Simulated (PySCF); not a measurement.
# SMILES Cc1ccc(C)pc1, C7H9P

Molfile (atoms numbered from 1):
```
C7H9P
     RDKit          3D

 17 17  0  0  0  0  0  0  0  0999 V2000
    2.8057    0.1706   -0.3922 C   0  0  0  0  0  0  0  0  0  0  0  0
    1.3752    0.0647    0.0518 C   0  0  0  0  0  0  0  0  0  0  0  0
    0.3683    0.0333   -0.9076 C   0  0  0  0  0  0  0  0  0  0  0  0
   -0.9779   -0.0413   -0.5994 C   0  0  0  0  0  0  0  0  0  0  0  0
   -1.4919   -0.0909    0.6843 C   0  0  0  0  0  0  0  0  0  0  0  0
   -2.9804   -0.1742    0.8729 C   0  0  0  0  0  0  0  0  0  0  0  0
   -0.4928   -0.0667    2.1132 P   0  0  0  0  0  0  0  0  0  0  0  0
    1.0829    0.0244    1.4020 C   0  0  0  0  0  0  0  0  0  0  0  0
    2.9516   -0.3277   -1.3482 H   0  0  0  0  0  0  0  0  0  0  0  0
    3.4773   -0.2689    0.3419 H   0  0  0  0  0  0  0  0  0  0  0  0
    3.0773    1.2202   -0.5138 H   0  0  0  0  0  0  0  0  0  0  0  0
    0.6548    0.0682   -1.9501 H   0  0  0  0  0  0  0  0  0  0  0  0
   -1.6841   -0.0634   -1.4216 H   0  0  0  0  0  0  0  0  0  0  0  0
   -3.4735    0.6798    0.4082 H   0  0  0  0  0  0  0  0  0  0  0  0
   -3.3731   -1.0789    0.4083 H   0  0  0  0  0  0  0  0  0  0  0  0
   -3.2362   -0.1896    1.9306 H   0  0  0  0  0  0  0  0  0  0  0  0
    1.9098    0.0523    2.1031 H   0  0  0  0  0  0  0  0  0  0  0  0
  1  2  1  0
  2  3  2  0
  3  4  1  0
  4  5  2  0
  5  6  1  0
  5  7  1  0
  7  8  2  0
  8  2  1  0
  1  9  1  0
  1 10  1  0
  1 11  1  0
  3 12  1  0
  4 13  1  0
  6 14  1  0
  6 15  1  0
  6 16  1  0
  8 17  1  0
M  END
```

Method: GIAO CAM-B3LYP/pcSseg-1 magnetisability, rotational g tensor and spin-rotation constants, non-relativistic, gas phase in PySCF. Geometry: GFN2-xTB.

(1) Give the nuclear spin-rotation constants along the inertial axes (H = +C I·J) beside the isotropic shieldings.

(2) How do the rotational constants and the g tensor change when H9, H10, H11, H12, H13, H14, H15, H16, H17 are replaced by deuterium?

## Answers

(1) Rotational constants 3.5650, 1.3278, 0.9792 GHz. A star marks the isotopologue with that one atom substituted, in its own axes.
| atom | isotope | Caa (kHz) | Cbb (kHz) | Ccc (kHz) | mean (kHz) | σ (ppm) |
| --- | --- | --- | --- | --- | --- | --- |
| P7 | 31P | 10.096 | 3.493 | 1.209 | 4.933 | 56.5 |
| H9 | 1H | -0.283 | -0.036 | -0.072 | -0.131 | 29.4 |
| H10 | 1H | -0.277 | -0.026 | -0.081 | -0.128 | 29.4 |
| H11 | 1H | -0.302 | -0.150 | 0.025 | -0.142 | 28.9 |
| H12 | 1H | -0.154 | 0.071 | -0.098 | -0.060 | 24.2 |
| H13 | 1H | -0.252 | 0.114 | -0.094 | -0.077 | 23.8 |
| H14 | 1H | -0.318 | -0.092 | -0.014 | -0.141 | 28.9 |
| H15 | 1H | -0.317 | -0.098 | -0.009 | -0.141 | 28.9 |
| H16 | 1H | -0.168 | -0.018 | -0.110 | -0.099 | 29.0 |
| H17 | 1H | -0.126 | 0.101 | -0.105 | -0.043 | 23.0 |
| C1 | 13C* | 0.455 | 0.205 | 0.185 | 0.282 | 158.0 |
| C2 | 13C* | 1.898 | 0.539 | 0.097 | 0.845 | 35.1 |
| C3 | 13C* | 1.428 | 0.599 | 0.130 | 0.719 | 46.1 |
| C4 | 13C* | 1.395 | 0.644 | 0.129 | 0.723 | 41.0 |
| C5 | 13C* | 2.421 | 0.557 | 0.092 | 1.023 | 1.5 |
| C6 | 13C* | 0.470 | 0.215 | 0.170 | 0.285 | 158.9 |
| C8 | 13C* | 1.467 | 0.781 | 0.126 | 0.791 | 15.2 |

For the geometry as given, no vibrational averaging.

(2) Constants 3.0786, 1.1072, 0.8311 GHz; g -0.0472, -0.0204, 0.0133, against -0.0544, -0.0245, 0.0158 before.
